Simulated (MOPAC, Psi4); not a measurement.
Two rigid molecules brought together: CH2O2 ··· H3B (SMILES O=CO and B). Monomers: optimised at B3LYP-D3(BJ) (def2-TZVP), held rigid. Orientation: lowest of the rigid-body minima from ten starts at GFN2-xTB (searched outside a hard wall at short contacts). R is the distance of the centres of mass, along which the second monomer moves. The shortest distances reach bonding range, where SAPT0 and rigid monomers are unreliable.

- PM3, restricted, heats of formation (MOPAC)
- PBE0-D3(BJ)/def2-TZVP, counterpoise-corrected (Psi4)
- MP2/aug-cc-pVDZ = DF-MP2/aug-cc-pVDZ, frozen core, counterpoise-corrected (Psi4)
- SAPT0/jun-cc-pVDZ, frozen core (Psi4)

Interaction energies in kcal/mol:

| R / Å | PM3 | PBE0-D3(BJ)/def2-TZVP | MP2/aug-cc-pVDZ |
|---|---|---|---|
| 1.84 | -2.35 | 18.19 | 30.66 |
| 1.97 | -17.54 | 2.23 | 12.02 |
| 2.18 | -24.17 | -8.99 | -2.35 |
| 2.40 | -20.74 | -11.35 | -6.89 |
| 2.57 | -15.94 | -10.58 | -7.33 |
| 2.77 | -10.66 | -8.83 | -6.63 |
| 3.08 | -5.14 | -6.15 | -4.99 |
| 3.37 | -2.50 | -4.29 | -3.64 |
| 3.90 | -0.87 | -2.25 | -1.96 |
| 4.60 | -0.44 | -0.99 | -0.88 |
| 5.62 | -0.23 | -0.34 | -0.31 |
| 6.88 | -0.10 | -0.11 | -0.11 |

### Question
What does SAPT0/jun-cc-pVDZ give at the same points?

### Answer
1.84: 22.52; 1.97: 7.57; 2.18: -3.32; 2.40: -6.50; 2.57: -6.72; 2.77: -6.11; 3.08: -4.75; 3.37: -3.56; 3.90: -1.97; 4.60: -0.90; 5.62: -0.34; 6.88: -0.13 (kcal/mol).
